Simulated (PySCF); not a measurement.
chloro(silyloxy)silane (ClH5OSi2), SMILES [SiH3]O[SiH2]Cl. Atoms are numbered in the order given.

```xyz
9

Si    -2.0234     0.2040    -0.4873
O     -0.4345     0.4813    -0.9215
Si     1.1302     0.2806    -0.4544
Cl     1.1669    -0.7097     1.3758
H     -2.2703    -1.2581    -0.3481
H     -2.8820     0.7588    -1.5661
H     -2.3302     0.8845     0.8014
H      1.7778     1.6015    -0.2756
H      1.8493    -0.5554    -1.4444
```

Coordinates come from a B3LYP-D3(BJ)/def2-SVP optimisation. Other conformers were not sampled.

Two levels are set side by side: PBE/pcSseg-1 (PySCF) and KT2/pcSseg-1 (PySCF). GIAO shifts against H2O (¹⁷O), HCl (³⁵Cl), TMS (²⁹Si), TMS (¹H) at the same level; non-relativistic, no solvent, atoms listed together averaged. Without spin–orbit terms, shifts of atoms bonded to Cl or Br come out too high at both levels. Differences are taken from unrounded values.

```
quantity                 KT2
---------------------  -----
δ(²⁹Si) of Si1 (ppm)   -32.8
δ(¹⁷O) of O2 (ppm)      42.4
δ(²⁹Si) of Si3 (ppm)   -10.7
δ(³⁵Cl) of Cl4 (ppm)    65.7
δ(¹H) of H8, H9 (ppm)   5.92
```

Task: What does PBE give, and how far is it from KT2? (An estimate is asked for; the answer gives what the named calculation found.)

Result: 
```tsv
quantity	PBE	PBE minus KT2
δ(²⁹Si) of Si1 (ppm)	-36.4	-3.5
δ(¹⁷O) of O2 (ppm)	47.9	5.6
δ(²⁹Si) of Si3 (ppm)	-13.0	-2.3
δ(³⁵Cl) of Cl4 (ppm)	64.5	-1.2
δ(¹H) of H8, H9 (ppm)	5.99	0.07
```

Rough cost on one machine, each run with all the roots and properties that it gave: KT2 against PBE within a factor of 2.
